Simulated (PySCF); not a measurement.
**Working out the ionisation energy of Bi**

Bi [Xe] 4f14 5d10 6s2 6p3 (4S) → Bi⁺ [Xe] 4f14 5d10 6s2 6p2 (3P). Calculation: PySCF 2.14, in aug-cc-pVQZ-PP with ECP60MDF (7s7p5d3f2g, 92 functions); scalar relativity through the core potential. Frozen: 5s2 5p6 5d10. Energies in hartree (1 hartree = 27.21139 eV):

| part | Bi (lower) | Bi⁺ (upper) |
| --- | --- | --- |
| UHF | -213.594521 | -213.292956 |
| MP2 opposite-spin | -0.040447 | -0.034665 |
| MP2 same-spin | -0.015599 | -0.007350 |

Problem. What does Hartree-Fock give?

Solution. (-213.292956) − (-213.594521) = 0.301565 hartree = 8.206 eV.

Problem. What do MP2 and SCS-MP2 (6/5 opposite-spin, 1/3 same-spin) give?

Solution. The opposite-spin parts differ by 0.157 eV and the same-spin parts by 0.224 eV. MP2: 8.206 + (0.157) + (0.224) = 8.587 eV. SCS-MP2: 8.206 + 1.2 × (0.157) + (0.224)/3 = 8.469 eV.

Reference: 7.286 eV (measured; NIST Atomic Spectra Database, ionization energies), between the lowest levels; spin-orbit coupling is absent from the calculation.

What remains against the reference includes basis incompleteness, the frozen core and correlation beyond second order.
